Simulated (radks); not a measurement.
Trend from C4+ to Pb4+: ionisation energy by Delta-SCF between NIST ground configurations, and size. All-electron calculation, scalar-relativistic Kohn-Sham, r2SCAN, spin-polarised, spherical densities, finite nucleus; open shells are filled with parallel spins first (spin-orbit coupling, left out, can overturn this in heavy ions); meta-GGA in the generalised Kohn-Sham scheme; Fermi nuclear charge, rms radius of each element as measured or else 0.836 A^(1/3) + 0.57 fm. Program: a radial shooting solver on a logarithmic mesh with Libxc functionals.

\begin{tabular}{lrrrrrrr}
species & configuration & configuration of the ion & IE (eV) & NIST (eV) & kind & outermost & <r> outermost (bohr) \\ \hline
C4+ & [He] & 1s1 & 392.24 & 392.09 & theory & 1s & 0.267 \\
Si4+ & [Ne] & [He] 2s2 2p5 & 168.66 & 166.77 & exp. & 2s & 0.563 \\
Ge4+ & [Ar] 3d10 & [Ar] 3d9 & 91.122 & 90.50 & exp. & 3d & 0.714 \\
Sn4+ & [Kr] 4d10 & [Kr] 4d9 & 77.290 & 77.03 & exp. & 4d & 1.07 \\
Pb4+ & [Xe] 4f14 5d10 & [Xe] 4f14 5d9 & 69.992 & 68.8 & semi-emp. & 5d & 1.25 \\
\end{tabular}

Reference values: NIST Atomic Spectra Database (exp. = measured, semi-emp. = semi-empirical, theory = theoretical value adopted there). Open shells are spherical and high-spin; term and fine-structure splittings are not resolved. Spin-orbit splitting is averaged out at the scalar-relativistic level.
